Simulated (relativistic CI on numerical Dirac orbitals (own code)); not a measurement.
## Ru⁷⁺: 3d photoemission

Computed with this model: Dirac-Coulomb-Breit CI, orbitals from a KLI potential per configuration, model QED (radiative potential, 1s self-energy scaled to tabulated hydrogen-like ionisation energies), valence Slater integrals scaled by 0.9, multiplet model of photoemission in the sudden approximation; configurations [Kr] 4d → [Ar] 3d9 4s2 4p6 4d; 80 K; Lorentzian 0.42 eV and Gaussian 0.5 eV FWHM. Energies are those of the free ion, without screening or charge transfer. The energies are binding energies and can lie tens of eV above those of solids. S is read from ⟨S²⟩ = S(S + 1).

Field parameters in Wybourne normalisation: Oh B⁴₀ = 21Dq, B⁴₄ = √(5/14) B⁴₀. The field is a parameter set, without covalency.

Computed curve for Oh, 10Dq = 8500 cm⁻¹, scaled to 100 at the maximum (points under 2 are left out and the grid is thinned):

Energy (eV), Intensity and a bar:
```
    404.9        2.1 
    405.1        2.6 
    405.2        3.0 
    405.4        4.1 #
    405.6        6.3 #
    405.8       10.6 ###
    405.9       13.7 ####
    406.1       19.3 #####
    406.3       20.6 ######
    406.4       19.6 #####
    406.6       18.0 #####
    406.8       22.3 ######
    407.0       37.7 ###########
    407.1       50.7 ###############
    407.3       81.9 ########################
    407.5      100.0 ##############################
    407.6       99.1 ##############################
    407.8       85.5 ##########################
    408.0       71.4 #####################
    408.2       59.1 #################
    408.3       53.3 ################
    408.5       43.8 #############
    408.7       34.6 ##########
    408.8       29.4 ########
    409.0       19.9 #####
    409.2       14.5 ####
    409.4       12.0 ###
    409.5       11.2 ###
    409.7       10.0 ##
    409.9        9.5 ##
    410.0        9.4 ##
    410.2        9.2 ##
    410.4        8.9 ##
    410.5        9.1 ##
    410.7       11.2 ###
    410.9       17.5 #####
    411.1       29.6 ########
    411.2       37.4 ###########
    411.4       53.2 ################
    411.6       60.2 ##################
    411.7       57.8 #################
    411.9       45.2 #############
    412.1       35.4 ##########
    412.3       34.3 ##########
    412.4       35.6 ##########
    412.6       37.7 ###########
    412.8       35.0 ##########
    412.9       31.1 #########
    413.1       21.2 ######
    413.3       14.2 ####
    413.5       10.6 ###
    413.6        9.2 ##
    413.8        6.5 #
    414.0        4.4 #
    414.1        3.6 
    414.3        2.6 
    426.3        2.4 
    426.5        3.2 
    426.6        3.2 
    426.8        2.3
```

The ground state has S = 0.50, and the centroid lies at 409.57 eV.
